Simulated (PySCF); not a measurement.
**Property card for `[CH2]CCC#CC(=O)OC` [radical]**

C7H9O2 (doublet state).
Cartesian coordinates in Å at the GFN2-xTB level; atoms count from 1:
```
atom  x, y, z in Å
C1    -4.0678    0.0940    0.5588
C2    -2.6252    0.3685    0.6409
C3    -1.8097   -0.5757   -0.2633
C4    -0.3944   -0.3213   -0.1655
C5     0.7860   -0.1004   -0.0829
C6     2.1813    0.2085    0.0691
O7     2.6222    1.0209    0.8418
O8     2.9319   -0.5292   -0.7647
C9     4.3305   -0.3030   -0.6953
H10   -4.7856    0.8777    0.6938
H11   -4.4220   -0.9115    0.4380
H12   -2.4177    1.4093    0.3774
H13   -2.2625    0.2330    1.6732
H14   -2.1201   -0.4458   -1.3037
H15   -2.0022   -1.6138    0.0212
H16    4.7029   -0.5226    0.3082
H17    4.5607    0.7381   -0.9340
H18    4.7830   -0.9706   -1.4245
```

GFN2-xTB geometry:

- Rotational constants A, B, C of the GFN2-xTB geometry: 6.905, 0.522, 0.490 GHz

UKS B3LYP, pcH-1 on C H O, non-relativistic, mean-field spin-orbit, GIAO (PySCF):

- Isotropic g value: 2.00262
- Principal g values: 2.00219, 2.00276, 2.00290
- Spin squared ⟨S²⟩: 0.754
- Largest Mulliken spin population: 1.08 on C1
- Largest isotropic hyperfine couplings (means over sets of like nuclei): 1H +95.8 (H12/H13), 13C +89.1 (C1), 1H -63.5 (H10/H11), 13C -34.3 (C2), 13C +33.2 (C3) MHz

Monoisotopic mass (most abundant isotopes): 125.0603 u.

g_iso is shifted by about +300 ppm from the free-electron value 2.002319; the principal values span 0.0007. The rotational constants make it an asymmetric top with κ = (2B − A − C)/(A − C) = -0.99, nearer the prolate limit (−1). ⟨S²⟩ is 0.004 above the pure-spin value S(S + 1) = 0.75. At 9.50 GHz, hν = g·μB·B₀ (B₀ the magnetic field) puts the centre of the isotropic spectrum, to first order, at 338.9 mT. With B = h/(8π²I), that is 505.379 GHz u Å² over I, the principal moments of inertia are 73.2, 968.8 and 1031.2 u Å² (most abundant isotopes).

One conformer (not necessarily the lowest) at the GFN2-xTB geometry, without solvent or vibrations. Hyperfine couplings depend on the geometry, which wasn't re-optimised at a DFT level. Couplings of like nuclei are plain means over topologically equivalent atoms, as if these changed places fast (by rotation of a methyl-like group, say); in this geometry the members of some sets differ.

For the EPR job (B3LYP), time: 88 s (with the writing of density and orbital grids); peak memory 1.1 GiB. Hardware: Intel Xeon Platinum 8488C, one thread, on a shared host.
